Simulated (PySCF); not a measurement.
Worked example: oscillator strength and radiative lifetime

C₄H₁₀BN, SMILES C=C(C)B(C)N.

The structure is a stationary point at TPSSh-D3(BJ)/def2-SVP. The structure was generated by enumeration, and PubChem lists no compound with its InChIKey, so it may never have been made. The values are those of a single conformer.

TDA-PBE/def2-SVPD (PySCF) puts the first singlet state with f over 0.02 at 5.85 eV (vertical), with the transition dipole (0.828, -0.206, 0.336) in atomic units.

Task: Find the oscillator strength, the wavelength and the radiative lifetime that this transition would have in vacuum if emission retraced absorption.

Result: 
|μ|² = 0.8409 au, so |μ| = 2.33 D. ΔE = 5.85/27.211 = 0.2150 hartree. f = (2/3) ΔE |μ|² = 0.121 (the program prints 0.121).
λ = 1239.84/5.85 = 212 nm; ν = 47183 cm⁻¹.
Einstein's coefficient A = 0.6670 ν² f s⁻¹ (ν in cm⁻¹) = 1.8e8 s⁻¹, so τ = 1/A = 5.6 ns. This state is S2; the lower singlet has f = 0.005. The figure is the radiative limit of this one transition; relaxation, internal conversion, crossing to triplets and a medium change what is measured.
